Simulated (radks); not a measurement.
The numbers below are computed, except where a source is named.
Question: Successive ionisation energies (eV) of one element, from differences of total energies of ions in their ground configurations, starting at charge 0: 6.247, 12.306, 25.799, 44.925, 79.515, 94.769, 110.32, 131.60, 148.58, 165.79, 183.93. Level of theory: scalar-relativistic Kohn-Sham, PBE, spin-polarised, spherical densities, finite nucleus; open shells are filled with parallel spins first (spin-orbit coupling, left out, can overturn this in heavy ions); Fermi nuclear charge, rms radius 5.2256 fm (a radial shooting solver on a logarithmic mesh with Libxc functionals). Which element is it?

Answer: Thulium (Z = 69). The first species listed is Tm in [Xe] 4f13 6s2, the last Tm10+ in [Kr] 4d10 4f11 5s2.
